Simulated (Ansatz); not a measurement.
`Cl[SiH]1CS1` + PH₃ → `P[SiH]1CS1` + HCl at 700 K and 1 bar (ligand exchange at the Si–Cl bond).

Computed with Ansatz on PBE0-D4/def2-TZVP structures; ΔE is electronic, products minus reactants. CCSD(T)/CBS adds triple-zeta CCSD(T) − MP2 to the extrapolated MP2 energy (def2 sets, frozen cores). This one scheme is used for every species. One conformer a species, not always the lowest.

```json
{"species": "`Cl[SiH]1CS1`", "CCSD(T)/CBS energy (Eh)": "-1186.53914", "H − E (kJ/mol)": "159.0", "S (J/(mol·K))": "395.5"}
{"species": "PH₃", "CCSD(T)/CBS energy (Eh)": "-342.72256", "H − E (kJ/mol)": "91.5", "S (J/(mol·K))": "248.3"}
{"species": "`P[SiH]1CS1`", "CCSD(T)/CBS energy (Eh)": "-1068.85395", "H − E (kJ/mol)": "214.9", "S (J/(mol·K))": "437.7"}
{"species": "HCl", "CCSD(T)/CBS energy (Eh)": "-460.38127", "H − E (kJ/mol)": "38.4", "S (J/(mol·K))": "211.8"}
```

H − E and S are ideal-gas, rigid-rotor, harmonic terms from PBE0-D4/def2-TZVP, for one conformer and one mirror image of each species. 1 Eh = 2625.50 kJ/mol, R = 8.31446 J/(mol·K).

**Question.** By hand: ΔE, ΔH, ΔS and ΔG.

**Answer.** ΔE = (-1068.85395) + (-460.38127) − (-1186.53914) − (-342.72256) = 0.02648 Eh = 69.5 kJ/mol. Δ(H − E) = 214.9 + 38.4 − 159.0 − 91.5 = 2.8, so ΔH = 72.3 kJ/mol. ΔS = 437.7 + 211.8 − 395.5 − 248.3 = 5.7 J/(mol·K). ΔG = 72.3 − 700 × (5.7)/1000 = 68.3 kJ/mol.

**Question.** By hand: the equilibrium constant, and the temperature at which ΔG would vanish if ΔH and ΔS stayed fixed.

**Answer.** log₁₀ K = −ΔG/(RT ln 10) = -5.1. ΔG = 0 at ΔH/ΔS = 12684 K, far beyond where these terms or the molecules hold.

The number of gas molecules stays the same, so ΔS is small and ΔH decides. A doubt of 5 kJ/mol in ΔE shifts log₁₀ K by 0.4 here. Other conformers and mirror images would add mixing entropy, several J/(mol·K) or more a flexible species. These are equilibria of isolated gas molecules and say nothing of rates. Largest T1 diagnostic: 0.013 (customary marks: 0.02 for closed shells, 0.045 for open ones).
